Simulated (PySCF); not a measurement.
Rb(Cl) cation (ClRb), SMILES [Cl][Rb] (connectivity only; charge and spin as stated), charge +1, multiplicity 2. Atoms are numbered in the order given.

```xyz
2

Rb     0.0000     0.0000    -1.1078
Cl     0.0000     0.0000     2.4110
```
Charge +1, spin multiplicity 2.

Geometry: PBE-D3(BJ)/def2-TZVPD. The spin state was assumed, not searched. The def2 effective core potentials stand for the cores of Rb; spin–orbit coupling is left out.

All values below come from PBE-D3(BJ)/def2-TZVPD (PySCF).

Frequencies are harmonic and unscaled.

```tsv
mode	ν (cm⁻¹)	IR (km/mol)	moving atoms (share of kinetic energy)
1	65	5.5	Cl 71 %, Rb 29 %
```
